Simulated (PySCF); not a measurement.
**How methods differ on the excitation energy of Ag+**

Ag+ [Kr] 4d10 (1S) → Ag+ [Kr] 4d9 5p1 (high-spin determinant), as a difference of total energies. Calculation: PySCF 2.14, in def2-QZVPPD with the def2 core potential (28 electrons); scalar relativity through the core potential. Correlated levels: valence: 4s2 4p6 frozen; valence and next inner shell: nothing frozen outside the core potential. The calculations carry no spin-orbit coupling.

| method | excitation energy (cm⁻¹) |
| --- | --- |
| UHF | 74719 |
| LDA | 83183 |
| PBE | 80901 |
| PBE0 | 81195 |
| r2SCAN | 80256 |
| BHandHLYP | 80757 |
| wB97X-V | 83406 |
| TPSSh | 80292 |
| PW91 | 81060 |
| MP2 (valence) | 86751 |
| SCS-MP2 (valence) | 86161 |
| MP2 (valence and next inner shell) | 85818 |
| SCS-MP2 (valence and next inner shell) | 84855 |

The determinant of the upper state mixes LS terms, which raises its energy above the lowest term, most at the Hartree-Fock and MP2 levels.
